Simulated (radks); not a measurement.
Results of a calculation; reference values are marked as such.
All-electron atom: Mn3+ in [Ne] 3s2 3p5.75 3d4 4s0.25 (fractional occupations, a model configuration).

Level of theory: Dirac Kohn-Sham, BLYP, spin-unpolarised, spherical densities, finite nucleus; open shells fill j = l - 1/2 first; Fermi nuclear charge, rms radius 3.7057 fm (a radial shooting solver on a logarithmic mesh with Libxc functionals).

Energy parts (hartree):
| part | energy |
|---|---|
| total | -1156.00209 |
| kinetic | 1170.98054 |
| electron-nucleus | -2730.59895 |
| Hartree | 454.79892 |
| exchange-correlation | -51.18259 |

Orbitals (lengths in bohr, moments of r in powers of bohr; r(90%) holds 90 % of the orbital's charge):
orbital,occ.,eigenvalue (hartree),<r^4>,r(90%),<r^2>,<r>
1s1/2,2,-237.7901,0.00006398,0.109,0.004987,0.06090
2s1/2,2,-28.80070,0.01488,0.433,0.09219,0.2793
2p1/2,2,-24.88650,0.01119,0.402,0.07396,0.2450
2p3/2,4,-24.50265,0.01165,0.406,0.07561,0.2480
3s1/2,2,-4.54713,1.066,1.26,0.8155,0.8415
3p1/2,2,-3.42167,1.413,1.35,0.9077,0.8794
3p3/2,3.75,-3.37291,1.466,1.36,0.9248,0.8877
3d3/2,4,-1.58548,3.860,1.72,1.324,1.028
3d5/2,0,-1.58014,3.905,1.72,1.332,1.032
4s1/2,0.25,-1.14559,54.55,3.37,6.074,2.322
4p1/2,0,-0.89940,91.93,3.84,7.841,2.634
4p3/2,0,-0.89342,94.15,3.86,7.939,2.651
4d3/2,0,-0.55393,307.1,5.20,14.22,3.529
4d5/2,0,-0.55327,308.6,5.21,14.25,3.533

The highest occupied level is 4s1/2 at -31.173 eV. The configuration is held as typed, so some empty levels lie below it. The electron density at the nucleus is 1.317e+04 e/bohr^3. The density falls to 0.001 e/bohr^3 at r = 3.02 bohr. Summed over all electrons, <r^2> = 14.38 bohr^2, which gives a Langevin (diamagnetic) susceptibility term of -11.4 x 10^-6 cm^3/mol.
